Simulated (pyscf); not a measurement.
Structures and frequencies: ωB97X-D3(BJ)/def2-SVP in PySCF. Correlated levels are frozen-core, on RHF or UHF. ΔMP2 is the change of the MP2 total energy from the triple- to the quadruple-zeta basis.

Problem. PBE/def2-TZVP puts the barrier of •O–InH₂ → [HO–InH]• (hydrogen shift; doublet surface; H–In broken, H–O formed) at 40.2 kJ/mol and the reaction energy at -205.1 kJ/mol, from the reactant's lowest minimum found. What do PBE0-D3(BJ)/def2-TZVP, ωB97M-D3(BJ)/def2-TZVP, CCSD(T)/def2-TZVPP + ΔMP2(QZVPP) give on the same structures?

Solution. PBE0-D3(BJ): ΔE‡ = 73.7 kJ/mol, ΔE = -193.5 kJ/mol; ωB97M-D3(BJ): ΔE‡ = 86.5 kJ/mol, ΔE = -190.4 kJ/mol; CCSD(T): ΔE‡ = 72.2 kJ/mol, ΔE = -201.1 kJ/mol. PBE's barrier lies under all of them, by 32.1 to 46.4 kJ/mol. Its reaction energy lies under all of them, by 4.0 to 14.8 kJ/mol. Low barriers are usual for a GGA, whose delocalisation error favours stretched bonds. One saddle was located; it need not be the lowest between these sides. The CCSD(T) − MP2 part came from Ansatz, without density fitting, on the same reference. The frozen core leaves the outer d or s,p core shells of the metals and heavy elements correlated in the MP2 and CC values, and def2-TZVPP describes them poorly, which can shift differences by a few kcal/mol. Elements past Kr carry the def2 core potentials, without spin-orbit coupling.
